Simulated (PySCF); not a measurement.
Job file and geometry (Å, from GFN2-xTB) of an NMR shielding run on SMILES c1c(B(O)O)cc[nH+]c1, [C5H7BNO2]+, GIAO PBE0/pcSseg-1 NMR shielding, non-relativistic, gas phase (PySCF 2.14.0, density-fitted response routines); density fitting, a coarse starting grid and PySCF grid level 2 are the driver's defaults:

```
$ OMP_NUM_THREADS=1 python probes_run.py task.json out

{"job": {"kind": "nmr", "xc": "PBE0", "basis": "pcSseg-1"}, "charge": 1, "multiplicity": 1}
O      2.533092     1.135563    -0.462447
B      1.958962    -0.026563    -0.132773
O      2.539563    -1.205801     0.114583
C      0.354481    -0.003974    -0.022314
C     -0.372647     1.166748    -0.261661
C     -1.746776     1.162054    -0.163560
N     -2.389040     0.034594     0.163628
C     -1.740017    -1.111515     0.400081
C     -0.365768    -1.155215     0.313119
H      3.485844     1.193810    -0.548060
H      3.492723    -1.291993     0.064922
H      0.153540     2.070253    -0.524543
H     -2.342404     2.044930    -0.343808
H     -3.404199     0.049656     0.235336
H     -2.330603    -1.979224     0.654725
H      0.165649    -2.074381     0.501363
```

**Question.** What does the program print?

**Answer.** 
```
coarse grid: 14096 points
cycle   1  E = -423.9304580600  dE =  2.004e+00  |g| = 8.841e-01  |ddm| = 3.777e+00
cycle   2  E = -423.7404600720  dE =  1.900e-01  |g| = 1.312e+00  |ddm| = 1.570e+00
cycle   3  E = -424.0796044654  dE = -3.391e-01  |g| = 1.416e-01  |ddm| = 1.015e+00
cycle   4  E = -424.0828707995  dE = -3.266e-03  |g| = 8.183e-02  |ddm| = 1.554e-01
cycle   5  E = -424.0844873379  dE = -1.617e-03  |g| = 1.216e-02  |ddm| = 7.330e-02
cycle   6  E = -424.0845232008  dE = -3.586e-05  |g| = 2.162e-03  |ddm| = 1.388e-02
cycle   7  E = -424.0845242782  dE = -1.077e-06  |g| = 4.419e-04  |ddm| = 2.254e-03
final grid: 138264 points
cycle   8  E = -424.1520143640  dE = -5.346e-05  |g| = 8.993e-03  |ddm| = 4.184e-02
cycle   9  E = -424.1520060678  dE =  8.296e-06  |g| = 1.152e-02  |ddm| = 1.446e-02
cycle  10  E = -424.1520318579  dE = -2.579e-05  |g| = 1.085e-03  |ddm| = 7.339e-03
cycle  11  E = -424.1520321003  dE = -2.424e-07  |g| = 2.725e-04  |ddm| = 9.862e-04
cycle  12  E = -424.1520321126  dE = -1.229e-08  |g| = 1.276e-04  |ddm| = 2.894e-04
cycle  13  E = -424.1520321162  dE = -3.523e-09  |g| = 4.446e-05  |ddm| = 1.227e-04
cycle  14  E = -424.1520321167  dE = -4.920e-10  |g| = 8.138e-06  |ddm| = 4.395e-05
converged SCF energy = -424.1520321167

GIAO shielding tensors (ppm)
atom      isotropic    diamagn.    paramagn.     s11        s22        s33       span
  0 O      216.465     387.002    -170.537    109.098    249.512    290.786    181.689
  1 B       79.258     195.295    -116.038     52.998     90.069     94.706     41.708
  2 O      216.457     387.007    -170.550    109.077    249.511    290.783    181.707
  3 C       14.855     257.106    -242.251    -90.694    -58.521    193.780    284.474
  4 C       44.003     254.853    -210.850    -70.986     20.817    182.180    253.166
  5 C       42.666     253.155    -210.489    -54.365     22.107    160.257    214.622
  6 N       56.960     330.223    -273.263    -93.236     42.448    221.666    314.902
  7 C       42.665     253.136    -210.471    -54.333     22.059    160.269    214.601
  8 C       43.973     254.852    -210.880    -71.084     20.839    182.164    253.248
  9 H       26.505      28.623      -2.118     20.232     22.191     37.091     16.859
 10 H       26.506      28.625      -2.119     20.233     22.193     37.092     16.859
 11 H       22.461      31.191      -8.730     18.232     21.196     27.955      9.723
 12 H       22.989      27.985      -4.996     18.419     24.434     26.115      7.697
 13 H       21.030      26.407      -5.378     14.377     23.112     25.601     11.225
 14 H       22.993      27.985      -4.991     18.418     24.442     26.120      7.703
 15 H       22.453      31.183      -8.730     18.228     21.186     27.945      9.717
```

Size and cost of the density-fitted run: 188 basis functions, 28 s wall time on 1 thread of an Arm Neoverse V2, shared host; peak memory 0.83 GiB.
